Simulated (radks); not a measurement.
These are the eigenvalues of the occupied orbitals of an atom or ion with whole-number occupations (hartree). All-electron calculation, scalar-relativistic Kohn-Sham, SCAN, spin-unpolarised, spherical densities, finite nucleus; meta-GGA in the generalised Kohn-Sham scheme; Fermi nuclear charge, rms radius of each element as measured or else 0.836 A^(1/3) + 0.57 fm. Program: a radial shooting solver on a logarithmic mesh with Libxc functionals.

1s: -1482.184
2s: -238.0317
2p: -213.0370
3s: -51.50984
3p: -43.49737
3d: -32.14456
4s: -10.50735
4p: -7.88354
4d: -4.10497
5s: -1.63499
5p: -1.00094
6s: -0.28936
4f: -0.21154

Which element is it, and in what charge state? The configuration may be excited.

Answer. Z = 58, cerium, charge +1: Ce+ in [Xe] 4f2 6s1. The list shows which subshells hold electrons but not how many an open one holds; the 1s level, -1482.2 hartree, gives Z - s = 54.4 by -(Z - s)^2/2, which with screening and relativity narrows Z to a few neighbours, and the depths of the outer levels then fix element, charge and occupations together.
